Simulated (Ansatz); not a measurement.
Task: Name a neutral molecule of B, C, F, N, S and H with size of the dipole moment (B3LYP/def2-TZVPP) between 1.35 and 1.65 D and HOMO–LUMO gap (PBE0/def2-TZVPP) between 7.05 and 7.35 eV (Ansatz, PBE0-D4/def2-TZVP geometry).

Result: `CSCB(N)F` (1.41 D, 7.06 eV). Other molecules can fit too; these were computed, each in one conformer that needn't be the lowest.

B3LYP here is the variant with VWN-RPA as its local correlation; programs differ in this.
